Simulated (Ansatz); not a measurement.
Relaxation of C₃H₇F₃Si (14 atoms, charge 0, multiplicity 1), to a largest force component of 0.015 eV/Å in at most 40 steps.

Level of theory: Ansatz, RKS BHLYP/def2-SVP.

```xyz
14
Properties=species:S:1:pos:R:3:forces:R:3
C -0.155 -2.038 0.148 -2.77 2.80 -0.96
Si 0.556 -0.476 0.881 -0.35 -2.46 1.68
F 2.068 -0.447 0.401 1.37 0.39 -0.34
C -0.215 1.086 0.301 -3.30 1.51 -0.93
C -0.078 1.468 -1.161 0.40 1.25 0.47
F -1.633 0.955 0.509 1.68 -0.31 -0.03
F 0.123 2.124 1.095 0.40 -0.09 -0.20
H -0.121 -1.942 -0.963 -0.05 -0.42 0.71
H -1.250 -2.070 0.470 1.30 -0.14 -0.55
H 0.322 -2.894 0.490 1.12 -1.77 0.60
H 0.527 -0.612 2.387 0.00 0.42 -0.64
H 0.996 1.675 -1.342 -0.56 -0.23 -0.29
H -0.496 0.733 -1.847 0.27 -0.32 0.14
H -0.656 2.409 -1.341 0.50 -0.64 0.34
```

Task: Where does it end, and by what steps?

Result: The forces met the threshold. After 5 steps the energy has fallen by 0.427 eV; H9 moved furthest, 0.10 Å.

```
step  energy less start (eV)  largest force component (eV/Å)  accepted
   0                  0.0000                           3.300       yes
   1                 -0.3603                           1.261       yes
   2                 -0.4227                           0.359       yes
   3                 -0.4265                           0.075       yes
   4                 -0.4271                           0.015       yes
   5                 -0.4273                           0.013       yes
```

```xyz
14
Properties=species:S:1:pos:R:3
C -0.193 -2.004 0.123
Si 0.578 -0.511 0.903
F 2.126 -0.399 0.437
C -0.271 1.091 0.297
C -0.096 1.477 -1.142
F -1.606 0.936 0.556
F 0.147 2.125 1.078
H -0.095 -1.977 -0.966
H -1.258 -2.049 0.371
H 0.281 -2.921 0.482
H 0.540 -0.531 2.375
H 0.962 1.630 -1.362
H -0.487 0.698 -1.799
H -0.642 2.405 -1.326
```

Time of the run: 28 s on 2 threads of Arm Neoverse V2, on a shared host, peak memory 0.39 GiB.
